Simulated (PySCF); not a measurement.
CdS. Atoms are numbered in the order given.

```xyz
2

Cd     0.0000     0.0000    -0.5677
S      0.0000     0.0000     1.7031
```

The structure is a stationary point at B3LYP-D3(BJ)/def2-TZVPD. The def2 effective core potentials stand for the cores of Cd; spin–orbit coupling is left out.

Calculation: HF/def2-TZVPD in PySCF.

Mulliken values depend strongly on the basis, most of all with diffuse functions as here. ESP charges are fitted to the potential on shells at 1.4 to 2.0 van der Waals radii. Atomic charges (e):

| atom | ESP fit | Mulliken |
|---|---|---|
| Cd1 | 0.75 | 0.61 |
| S2 | -0.75 | -0.61 |
